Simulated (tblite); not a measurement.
Compound: C6H14OSi2.
Numbering: `[CH2:1]=[C:2]1[SiH2:3][C@H:4]1[O:5][Si:6]([CH3:7])([CH3:8])[CH3:9]` (hydrogens: H10, H11 on C1; H12, H13 on Si3; H14 on C4; H15, H16, H17 on C7; H18, H19, H20 on C8; H21, H22, H23 on C9)

Structure optimised with GFN2-xTB, isolated species.

List the bond lengths, angles and torsions at this level.

| bond | length (Å) |
| --- | --- |
| C1=C2 | 1.315 |
| C2–Si3 | 1.859 |
| Si3–C4 | 1.911 |
| C4–O5 | 1.398 |
| O5–Si6 | 1.632 |
| Si6–C7 | 1.898 |
| Si6–C8, Si6–C9 | 1.911 |
| C2–C4 | 1.508 |
| C1–H10 | 1.080 |
| C1–H11 | 1.081 |
| Si3–H12 | 1.454 |
| Si3–H13 | 1.450 |
| C4–H14 | 1.090 |
| C7–H15 and 8 like bonds | 1.086 |

Bonds in one row agree within 0.01 Å and their mean is given. A selection of angles:
| angle | degrees |
| --- | --- |
| C1–C2–Si3 | 153.6 |
| C1–C2–C4 | 136.6 |
| Si3–C2–C4 | 68.3 |
| C2–Si3–C4 | 47.1 |
| Si3–C4–O5 | 120.9 |
| C2–C4–Si3 | 64.6 |
| C2–C4–O5 | 117.8 |
| C4–O5–Si6 | 131.2 |
| O5–Si6–C7 | 101.9 |
| O5–Si6–C8 | 111.2 |
| O5–Si6–C9 | 113.8 |
| C7–Si6–C8 | 111.6 |
| C7–Si6–C9 | 110.3 |
| C8–Si6–C9 | 108.0 |

Dihedral angles: C1–C2–Si3–C4 163° (antiperiplanar); C2–Si3–C4–O5 -109° (anticlinal); Si3–C4–O5–Si6 174° (antiperiplanar); C4–O5–Si6–C7 169° (antiperiplanar); C1–C2–C4–Si3 -169° (antiperiplanar).

Si3 (SiH2 silicon) has angles from 47.1° to 119.3°. The C–Si distances run from 1.859 Å (C2–Si3, drawn single) to 1.911 Å (Si6–C9, drawn single), a spread of 0.052 Å. The C–C distances run from 1.315 Å (C1=C2, drawn double) to 1.508 Å (C2–C4, drawn single), a spread of 0.193 Å. Of the pairs four or more bonds apart, H11···H21 is among the closest relative to their van der Waals radii: 2.51 Å, 105 % of the sum of Bondi's values. The 3-membered ring C2–Si3–C4 has internal angles of 47.1° to 68.3°. Si6 (oxygen-bound silicon) is distorted tetrahedral (angles from 101.9° to 113.8°).

Point group: C1 (no symmetry element, even within 0.4 Å). Its lowest GFN2-xTB frequency is 11 cm⁻¹, too small to tell a flat minimum from a shallow saddle. One conformer, not necessarily the lowest. 2 starts were optimised and ended at 0.00 and 0.22 kcal/mol (GFN2-xTB); the lowest of these is shown.

The run took 1.0 s on an Arm Neoverse V1 with one thread, no GPU, shared host. This is the geometry optimisation.

These are computed values.
